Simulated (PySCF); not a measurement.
WO2FCl, SMILES [O]=[W](=[O])([F])[Cl], multiplicity 1. Geometry optimised at B3LYP-D3(BJ)/def2-SVP. The spin state was assumed, not searched. The structure was generated by enumeration; whether it is a known compound was not checked. The def2 effective core potentials stand for the cores of W; spin–orbit coupling is left out.

Calculation: B3LYP-D3(BJ)/def2-SVP (PySCF).

Harmonic wavenumbers (cm⁻¹): 144, 179, 240, 242, 353, 423, 711, 1012, 1048. Rotational constants (GHz): 3.680, 1.968, 1.835; symmetry number 1.

### Question
Work out the zero-point energy and the ideal-gas rigid-rotor harmonic-oscillator thermochemistry at 298.15 K and 1 atm.

### Answer
ZPE = ½ Σ hcν = ½ × 4351 cm⁻¹ = 6.22 kcal/mol. H − E(el) = 10.51 kcal/mol. Entropy in cal/(mol K): translation 42.68, rotation 27.58, vibration 11.18, total 81.45. G − E(el) = -13.77 kcal/mol. Cp = 19.77 cal/(mol K). Modes under 150 cm⁻¹ make the vibrational entropy uncertain.
